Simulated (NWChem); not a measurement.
Program: NWChem. System: tert-butyl chloride (C$_{4}$H$_{9}$Cl), charge 0, spin multiplicity 1, at a geometry optimised with B3LYP/def2-SVP. Level: RHF/def2-SVP.

Input file:

```
start mol
memory heap 200 mb stack 900 mb global 1100 mb
geometry units angstroms nocenter noautoz
  C     -0.707341    -0.834772     1.265099
  C      0.010272    -0.367944     0.000000
  C     -0.707341    -0.834772    -1.265099
  C      1.482925    -0.773752     0.000000
  Cl    -0.041525     1.486984     0.000000
  H     -0.702766    -1.937306     1.309836
  H     -0.208751    -0.450076     2.166960
  H     -1.752718    -0.492670     1.275523
  H     -1.752718    -0.492670    -1.275523
  H     -0.208751    -0.450076    -2.166960
  H     -0.702766    -1.937306    -1.309836
  H      1.565273    -1.874131     0.000000
  H      1.999013    -0.388521     0.891732
  H      1.999013    -0.388521    -0.891732
  symmetry group Cs
end
basis spherical
  * library def2-svp
end
scf
  rhf
  nopen 0
  maxiter 100
  thresh 1e-7
  semidirect memsize 60000000 filesize 0
end
task scf energy
```

NWChem printed:

```
             Northwest Computational Chemistry Package (NWChem) 7.3.0
             --------------------------------------------------------

                                NWChem Input Module
                                -------------------

 Scaling coordinates for geometry "geometry" by  1.889725989
 (inverse scale =  0.529177249)

 Turning off AUTOSYM since
 SYMMETRY directive was detected!

                             Geometry "geometry" -> ""
                             -------------------------

 Output coordinates in angstroms (scale by  1.889725989 to convert to a.u.)

  No.       Tag          Charge          X              Y              Z
 ---- ---------------- ---------- -------------- -------------- --------------
    1 C                    6.0000    -0.70734100    -0.83477200     1.26509900
    2 C                    6.0000     0.01027200    -0.36794400     0.00000000
    3 C                    6.0000    -0.70734100    -0.83477200    -1.26509900
    4 C                    6.0000     1.48292500    -0.77375200     0.00000000
    5 Cl                  17.0000    -0.04152500     1.48698400     0.00000000
    6 H                    1.0000    -0.70276600    -1.93730600     1.30983600
    7 H                    1.0000    -0.20875100    -0.45007600     2.16696000
    8 H                    1.0000    -1.75271800    -0.49267000     1.27552300
    9 H                    1.0000    -1.75271800    -0.49267000    -1.27552300
   10 H                    1.0000    -0.20875100    -0.45007600    -2.16696000
   11 H                    1.0000    -0.70276600    -1.93730600    -1.30983600
   12 H                    1.0000     1.56527300    -1.87413100     0.00000000
   13 H                    1.0000     1.99901300    -0.38852100     0.89173200
   14 H                    1.0000     1.99901300    -0.38852100    -0.89173200

 Effective nuclear repulsion energy (a.u.)     239.4424186221

            Nuclear Dipole moment (a.u.)
            ----------------------------
        X                 Y               Z
 ---------------- ---------------- ----------------
    -0.0000113384     0.0000207870    -0.0000000000

      Symmetry information
      --------------------

 Group name             Cs
 Group number              2
 Group order               2
 No. of unique centers     9

      Symmetry unique atoms

     1    2    4    5    6    7    8   12   13


 Summary of "ao basis" -> "" (spherical)
 ------------------------------------------------------------------------------
       Tag                 Description            Shells   Functions and Types
 ---------------- ------------------------------  ------  ---------------------
 *                          def2-svp                  on all atoms

 Summary of "ao basis" -> "ao basis" (spherical)
 ------------------------------------------------------------------------------
       Tag                 Description            Shells   Functions and Types
 ---------------- ------------------------------  ------  ---------------------
 C                          def2-svp                 6       14   3s2p1d
 Cl                         def2-svp                 8       18   4s3p1d
 H                          def2-svp                 3        5   2s1p

                                 NWChem SCF Module
                                 -----------------

  ao basis        = "ao basis"
  functions       =   119
  atoms           =    14
  closed shells   =    25
  open shells     =     0
  charge          =   0.00
[...]
     6 a'          7 a'          8 a"          9 a'         10 a'
    11 a'         12 a"         13 a'         14 a'         15 a'
    16 a"         17 a'         18 a"         19 a'         20 a"
    21 a"         22 a'         23 a'         24 a"         25 a'
    26 a'         27 a'         28 a"         29 a'         30 a"
    31 a'         32 a'         33 a'         34 a"         35 a"

             Final eigenvalues
             -----------------

              1
    1 -104.7594
    2  -11.3056
    3  -11.2382
    4  -11.2382
    5  -11.2382
    6  -10.5225
    7   -7.9973
    8   -7.9942
    9   -7.9942
   10   -1.1407
   11   -1.0128
   12   -0.9398
   13   -0.9398
   14   -0.7440
   15   -0.6291
   16   -0.6195
   17   -0.6195
   18   -0.5580
   19   -0.5580
   20   -0.5273
   21   -0.4991
   22   -0.4991
   23   -0.4692
   24   -0.4190
   25   -0.4190
   26    0.1626
   27    0.1873
   28    0.2285
   29    0.2285
   30    0.2450
   31    0.2450
   32    0.2627
   33    0.2902
   34    0.2902
   35    0.3175

                       ROHF Final Molecular Orbital Analysis
                       -------------------------------------

 Vector   23  Occ=2.000000D+00  E=-4.691960D-01  Symmetry=a'
              MO Center= -7.0D-03,  2.5D-01,  1.8D-15, r^2= 3.6D+00
   Bfn.  Coefficient  Atom+Function         Bfn.  Coefficient  Atom+Function
  ----- ------------  ---------------      ----- ------------  ---------------
    68      0.438172   5 Cl py               65      0.336464   5 Cl py
    19     -0.270474   2 C  py               62      0.196572   5 Cl py
    22     -0.152355   2 C  py

 Vector   24  Occ=2.000000D+00  E=-4.189815D-01  Symmetry=a"
              MO Center= -9.2D-02,  1.2D+00,  2.2D-14, r^2= 2.0D+00
   Bfn.  Coefficient  Atom+Function         Bfn.  Coefficient  Atom+Function
  ----- ------------  ---------------      ----- ------------  ---------------
    69      0.644054   5 Cl pz               66      0.440887   5 Cl pz
    63      0.256012   5 Cl pz               20     -0.151269   2 C  pz

 Vector   25  Occ=2.000000D+00  E=-4.189809D-01  Symmetry=a'
              MO Center=  2.7D-02,  1.2D+00, -3.5D-13, r^2= 2.0D+00
   Bfn.  Coefficient  Atom+Function         Bfn.  Coefficient  Atom+Function
  ----- ------------  ---------------      ----- ------------  ---------------
    67      0.643799   5 Cl px               64      0.440714   5 Cl px
    61      0.255911   5 Cl px               18     -0.151215   2 C  px

 Vector   26  Occ=0.000000D+00  E= 1.626199D-01  Symmetry=a'
              MO Center=  2.9D-02, -1.0D+00, -3.7D-17, r^2= 7.9D+00
   Bfn.  Coefficient  Atom+Function         Bfn.  Coefficient  Atom+Function
  ----- ------------  ---------------      ----- ------------  ---------------
     3      1.495365   1 C  s                31      1.495365   3 C  s
    45      1.495407   4 C  s                76     -0.696151   6 H  s
   101     -0.696151  11 H  s               106     -0.696234  12 H  s
    81     -0.662030   7 H  s                86     -0.661991   8 H  s
    91     -0.661991   9 H  s                96     -0.662030  10 H  s

 Vector   27  Occ=0.000000D+00  E= 1.873358D-01  Symmetry=a'
              MO Center=  2.1D-02, -7.7D-01, -3.0D-16, r^2= 5.8D+00
   Bfn.  Coefficient  Atom+Function         Bfn.  Coefficient  Atom+Function
  ----- ------------  ---------------      ----- ------------  ---------------
    17      0.770732   2 C  s                76      0.774425   6 H  s
   101      0.774425  11 H  s               106      0.774389  12 H  s
    68      0.666499   5 Cl py               22      0.479784   2 C  py
    60     -0.475941   5 Cl s                50      0.357535   4 C  py
     8      0.350499   1 C  py               36      0.350499   3 C  py

 Vector   28  Occ=0.000000D+00  E= 2.285292D-01  Symmetry=a"
              MO Center= -2.4D-01, -7.6D-01, -5.4D-15, r^2= 9.1D+00
   Bfn.  Coefficient  Atom+Function         Bfn.  Coefficient  Atom+Function
  ----- ------------  ---------------      ----- ------------  ---------------
     3      2.316857   1 C  s                31     -2.316857   3 C  s
    81     -1.221223   7 H  s                96      1.221223  10 H  s
    76     -0.903970   6 H  s               101      0.903970  11 H  s
    86     -0.718998   8 H  s                91      0.718998   9 H  s
    23     -0.513608   2 C  pz              111     -0.502357  13 H  s

 center of mass
 --------------
 x =  -0.00560999 y =   0.20092654 z =   0.00000000

 moments of inertia (a.u.)
 ------------------
         608.282396303642           5.788912920275           0.000000000000
           5.788912920275         401.650313040792           0.000000000000
           0.000000000000           0.000000000000         608.425678457003

  Mulliken analysis of the total density
  --------------------------------------

    Atom       Charge   Shell Charges
 -----------   ------   -------------------------------------------------------
    1 C    6     5.94   1.99  0.86  0.18  2.04  0.83  0.04
    2 C    6     6.37   1.99  0.89  0.49  1.94  0.99  0.07
    3 C    6     5.94   1.99  0.86  0.18  2.04  0.83  0.04
    4 C    6     5.94   1.99  0.86  0.18  2.04  0.83  0.04
    5 Cl  17    17.22   2.00  1.99  1.19  0.77  5.94  2.08  3.21  0.03
    6 H    1     0.96   0.75  0.19  0.02
    7 H    1     0.95   0.75  0.18  0.02
    8 H    1     0.95   0.75  0.18  0.02
    9 H    1     0.95   0.75  0.18  0.02
   10 H    1     0.95   0.75  0.18  0.02
   11 H    1     0.96   0.75  0.19  0.02
   12 H    1     0.96   0.75  0.19  0.02
   13 H    1     0.95   0.75  0.18  0.02
   14 H    1     0.95   0.75  0.18  0.02

       Multipole analysis of the density wrt the origin
       ------------------------------------------------

     L   x y z        total         open         nuclear
     -   - - -        -----         ----         -------
     0   0 0 0     -0.000000      0.000000     50.000000

     1   1 0 0      0.026623      0.000000     -0.000011
     1   0 1 0     -0.953657      0.000000      0.000021
     1   0 0 1      0.000000      0.000000     -0.000000

     2   2 0 0    -29.236726      0.000000    131.734640
     2   1 1 0      0.051137      0.000000     -2.571949
     2   1 0 1      0.000000      0.000000      0.000000
     2   0 2 0    -31.074274      0.000000    223.430076
     2   0 1 1     -0.000000      0.000000      0.000000
     2   0 0 2    -29.235043      0.000000    131.675024

 Task  times  cpu:        4.3s     wall:        4.3s

 Total times  cpu:        4.3s     wall:        4.3s
```
